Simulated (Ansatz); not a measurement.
The same path of CH5NSn (8 atoms, charge 0, multiplicity 1) was run twice with different band settings. The coordinate that changes most is the dihedral H4–C1–Sn2–N3.

All numbers below come from RKS PBE/def2-SVP (Ansatz 0.2.0).

Relaxed end points:

```xyz
8
Properties=species:S:1:pos:R:3
C -0.804 0.960 -0.532
Sn 1.149 0.822 0.547
N 1.072 -1.228 0.670
H -1.235 -0.039 -0.749
H -0.671 1.508 -1.488
H -1.530 1.536 0.080
H 1.794 -1.801 1.117
H 0.317 -1.815 0.300
```

```xyz
8
Properties=species:S:1:pos:R:3
C -0.776 0.894 -0.672
Sn 1.385 0.334 -0.550
N 1.037 -1.157 0.820
H -1.064 1.111 -1.722
H -0.948 1.820 -0.082
H -1.434 0.095 -0.275
H 1.774 -1.739 1.230
H 0.118 -1.414 1.195
```

Common settings: spring 5.0 eV/Å²; optimiser quadratic models (default); start path through a guess of the saddle point; force threshold 0.05 eV/Å; iteration limit 60; end points relaxed.

| run | movable images | climbing image |
| --- | --- | --- |
| 1 | 5 | yes |
| 2 | 1 | no |

**Question.** What does each run give, and how far can it be trusted?

**Answer.** Run 1: converged after 10 iterations, highest image 0.003 eV above the first end. The top lies less than 8 meV above the higher end, about what the thresholds resolve: that end is a shoulder or a very shallow well. A vibrational analysis at the climbing image gives one clearly imaginary mode, 41i cm⁻¹: a first-order saddle point.
Run 2: converged after 10 iterations, highest image 0.004 eV above the first end. The top lies less than 8 meV above the higher end, about what the thresholds resolve: that end is a shoulder or a very shallow well. No image climbed, so the highest image needn't sit at the top of the path. So few images can step over the top or miss a turn of the path.
